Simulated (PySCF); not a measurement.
## Ca⁺: ionisation energy

Ca⁺ [Ar] 4s1 (2S) → Ca²⁺ [Ar] (1S), as a difference of total energies. Computed with PySCF 2.14 in aug-cc-pwCVQZ-X2C (11s10p8d6f3g, 150 functions), with scalar relativity by spin-free X2C-1e. The calculations carry no spin-orbit coupling.

```tsv
method	ionisation energy (eV)	error (eV)
UHF	11.357	-0.515
MN15	11.618	-0.254
PBEsol	11.938	+0.066
B3LYP	12.143	+0.271
```

Reference: 11.872 eV (measured; NIST Atomic Spectra Database, ionization energies).
